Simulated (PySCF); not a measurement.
Species: C₇H₈ClF₃.
Numbering: `[F:1][C:2]([F:3])=[C:4]([F:5])[C@@H:6]1[CH2:7][CH2:8][C@H:9]([Cl:10])[CH2:11]1` (hydrogens: H12 on C6; H13, H14 on C7; H15, H16 on C8; H17 on C9; H18, H19 on C11)

The same species was optimised twice, with GFN2-xTB and with PBE0-D3(BJ)/def2-SVP (PySCF), and the same property calculations (PySCF, gas phase) were run on both structures.

```
     coordinate  GFN2-xTB  PBE0-D3(BJ)/def2-SVP  change
      C2–F3 (Å)     1.324                 1.308  -0.016
      F1–C2 (Å)     1.330                 1.314  -0.016
      C4–C6 (Å)     1.495                 1.483  -0.012
      C6–C7 (Å)     1.552                 1.561  +0.009
      C4–F5 (Å)     1.347                 1.339  -0.008
    C9–Cl10 (Å)     1.781                 1.787  +0.006
      C2=C4 (Å)     1.327                 1.332  +0.005
     C9–C11 (Å)     1.524                 1.518  -0.006
      C8–C9 (Å)     1.523                 1.521  -0.002
      C7–C8 (Å)     1.531                 1.532  +0.001
     C6–C11 (Å)     1.542                 1.542   0.000
   F3–C2–C4 (°)     126.4                 124.7    -1.7
   F1–C2–F3 (°)     110.7                 112.0    +1.3
   C4–C6–C7 (°)     111.7                 112.9    +1.2
Cl10–C9–C11 (°)     112.0                 113.0    +1.0
  C4–C6–C11 (°)     111.3                 112.2    +0.9
 C8–C9–Cl10 (°)     112.5                 113.3    +0.8
   C2–C4–C6 (°)     125.9                 126.4    +0.5
  C7–C6–C11 (°)     105.5                 105.1    -0.4
C2–C4–C6–C7 (°)      -123                  -121      +2
```

Rotational constants: A = 2204, B = 405.4, C = 402.9 MHz (GFN2-xTB) against A = 2232, B = 399.1, C = 397.4 MHz (PBE0-D3(BJ)/def2-SVP). Point groups within 0.08 Å: C1 and C1.

On the GFN2-xTB structure: HOMO (eV) -7.35 [PBE0/pcSseg-1]; LUMO (eV) 0.44 [PBE0/pcSseg-1]; dipole (D) 2.20 [PBE0/pcSseg-1]; GIAO shielding of F1 (ppm) 299.0 [PBE0/pcSseg-1]; GIAO shielding of C2 (ppm) 21.8 [PBE0/pcSseg-1]; GIAO shielding of F3 (ppm) 279.1 [PBE0/pcSseg-1]; GIAO shielding of C4 (ppm) 47.3 [PBE0/pcSseg-1]; GIAO shielding of F5 (ppm) 375.3 [PBE0/pcSseg-1]; GIAO shielding of C6 (ppm) 149.5 [PBE0/pcSseg-1]; GIAO shielding of C7 (ppm) 157.0 [PBE0/pcSseg-1]; GIAO shielding of C8 (ppm) 145.8 [PBE0/pcSseg-1].

Problem. What do these properties become on the PBE0-D3(BJ)/def2-SVP structure?

Solution. 
```csv
property,level,on GFN2-xTB,on PBE0-D3(BJ)/def2-SVP,change
HOMO (eV),PBE0/pcSseg-1,-7.35,-7.23,+0.12
LUMO (eV),PBE0/pcSseg-1,0.44,0.45,+0.01
dipole (D),PBE0/pcSseg-1,2.20,2.10,-0.10
"energy, GFN2-xTB geometry as zero (kcal/mol)",PBE0/pcSseg-1,0.0,-0.5,-0.5
GIAO shielding of F1 (ppm),PBE0/pcSseg-1,299.0,303.6,+4.6
GIAO shielding of C2 (ppm),PBE0/pcSseg-1,21.8,23.8,+2.0
GIAO shielding of F3 (ppm),PBE0/pcSseg-1,279.1,283.7,+4.6
GIAO shielding of C4 (ppm),PBE0/pcSseg-1,47.3,49.3,+2.0
GIAO shielding of F5 (ppm),PBE0/pcSseg-1,375.3,376.5,+1.2
GIAO shielding of C6 (ppm),PBE0/pcSseg-1,149.5,149.6,+0.1
GIAO shielding of C7 (ppm),PBE0/pcSseg-1,157.0,156.2,-0.8
GIAO shielding of C8 (ppm),PBE0/pcSseg-1,145.8,145.2,-0.6
```

The heavy atoms differ by 0.060 Å rms after alignment. Among bonds between heavy atoms F1–C2 and C2–F3 change most and about equally (-0.016 Å). Changes are differences of the printed values. Neither structure is proved a minimum here.
